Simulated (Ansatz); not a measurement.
Fe₃S₂. The state is a singlet with charge 0. Geometry B3LYP-D4/def2-SVP; atoms count from 1.

```xyz
5

Fe   -0.142    0.621   -1.102
Fe    1.320    0.433    0.591
Fe   -1.220   -0.870    0.184
S    -0.768    1.189    0.988
S     0.810   -1.374   -0.661
```

The restricted singlet is unstable towards broken spin symmetry in Hartree–Fock (as tested in another run); at PBE0-D4/def2-TZVP this wasn't settled. The structure comes from a short search, and lower isomers may exist.

(1) Estimate the Mulliken populations from the PBE0/def2-TZVP orbitals of Ansatz.

(2) And the Mayer bond orders between heavy atoms (over 0.3)?

Answers

(1) 
| atom | charge (e) | d electrons |
| --- | --- | --- |
| Fe1 | 0.20 | 6.95 |
| Fe2 | 0.44 | 6.84 |
| Fe3 | 0.44 | 6.84 |
| S4 | -0.54 | – |
| S5 | -0.54 | – |
Mulliken values depend strongly on the basis.

(2) Fe1–Fe2 0.99 (2.24 Å); Fe1–Fe3 0.99 (2.24 Å); Fe1–S4 0.84 (2.25 Å); Fe1–S5 0.84 (2.25 Å); Fe2–S4 0.76 (2.26 Å); Fe2–S5 0.76 (2.26 Å); Fe3–S4 0.76 (2.26 Å); Fe3–S5 0.76 (2.26 Å).
